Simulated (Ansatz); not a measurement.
Al8As7H22, a nanocrystal cut from wurtzite AlAs (hydrogen-capped). Charge 0, multiplicity 2. Geometry PBE-D4/def2-SVP, that of the charge -1 singlet; atoms count from 1.

Cartesian coordinates in Å:
```
As -2.865 -1.462 -2.850
Al -1.177 -3.377 -3.010
Al -2.510 0.561 -1.388
As -1.586 -0.366 0.729
As 0.680 -2.066 -1.977
Al 0.271 -2.049 0.468
Al -1.088 1.573 2.208
As -0.054 0.542 4.263
As 2.143 -1.026 1.731
Al 1.645 -1.367 4.154
As -0.519 1.626 -2.380
Al 1.214 0.022 -3.283
Al 0.104 3.690 -1.080
As 0.843 2.594 1.064
Al 3.003 1.294 1.250
H -4.265 -2.016 -2.579
H -3.168 -0.898 -4.237
H -1.777 -4.507 -2.030
H -0.955 -3.698 -4.571
H -3.862 1.407 -1.225
H -2.745 -1.106 1.395
H 1.904 -2.975 -2.110
H -0.188 -3.472 1.048
H -2.355 2.480 2.586
H -1.172 0.196 5.249
H 0.513 1.721 5.052
H 3.307 -1.978 1.447
H 0.766 -2.687 4.442
H 2.868 -0.984 5.128
H -1.146 2.202 -3.652
H 0.789 -0.270 -4.811
H 2.691 0.533 -2.928
H -1.246 4.521 -0.778
H 1.349 4.428 -1.779
H 1.084 3.789 1.990
H 3.794 1.313 -0.143
H 3.710 1.810 2.606
```

Single mean-field runs in def2-TZVP are fitted with def2-universal-jkfit.

Q: Estimate the Mulliken populations of the heavy atoms from the PBE0/def2-TZVP orbitals of Ansatz.

A: 
```csv
atom,charge (e),spin (α − β)
As1,-0.22,0.02
Al2,0.24,0.04
Al3,0.31,0.01
As4,-0.33,0.03
As5,-0.28,0.18
Al6,0.33,0.02
Al7,0.31,0.01
As8,-0.22,0.02
As9,-0.28,0.18
Al10,0.24,0.04
As11,-0.32,0.08
Al12,0.23,0.00
Al13,0.24,0.04
As14,-0.32,0.08
Al15,0.23,0.00
```
Mulliken values and Mayer orders depend strongly on the basis.

Q: Where does the spin sit?

A: Summed by element: As 0.59, Al 0.16, H 0.25, of 1 unpaired in all. Largest on single atoms: As5 0.18, As9 0.18, As11 0.08.

Q: And the Mayer bond orders between bonded heavy atoms (over 0.3)?

A: As1–Al2 0.66 (2.56 Å); As1–Al3 0.71 (2.52 Å); Al2–As5 0.69 (2.50 Å); Al3–As4 0.75 (2.49 Å); Al3–As11 0.84 (2.47 Å); As4–Al6 0.75 (2.52 Å); As4–Al7 0.75 (2.49 Å); As5–Al6 0.75 (2.48 Å); As5–Al12 0.71 (2.52 Å); Al6–As9 0.75 (2.48 Å); Al7–As8 0.71 (2.52 Å); Al7–As14 0.84 (2.47 Å); As8–Al10 0.66 (2.56 Å); As9–Al10 0.69 (2.50 Å); As9–Al15 0.71 (2.52 Å); As11–Al12 0.71 (2.53 Å); As11–Al13 0.66 (2.52 Å); Al13–As14 0.66 (2.52 Å); As14–Al15 0.71 (2.53 Å).
